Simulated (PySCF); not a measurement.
## Correlation energy of Tc²⁺ (technetium, charge +2)

[Kr] 4d4 5s1, high-spin 6D determinant (an excited configuration). Calculation: PySCF 2.14, in x2c-TZVPPall (8s6p6d2f1g, 79 functions); the spin-free X2C one-electron Hamiltonian (Gaussian nucleus). Frozen: [Ar] 3d10; 13 electrons correlated.

MP2 pair energies summed by pair of shells (mhartree):

| pair | energy | share (%) |
| --- | --- | --- |
| 4p-4d | -127.07 | 38.1 |
| 4p-4p | -84.40 | 25.3 |
| 4d-4d | -35.17 | 10.5 |
| 4s-4p | -30.61 | 9.2 |
| 4p-5s | -17.36 | 5.2 |
| 4d-5s | -16.39 | 4.9 |
| 4s-4d | -16.32 | 4.9 |
| 4s-4s | -5.07 | 1.5 |
| 4s-5s | -1.15 | 0.3 |

Total MP2 correlation energy: -333.54 mhartree.

Same-spin part -118.15 and opposite-spin part -215.39 mhartree; SCS-MP2 scales them by 1/3 and 6/5 to -297.85 mhartree.

This basis was not built for core-valence correlation, so the inner-shell part is incomplete.
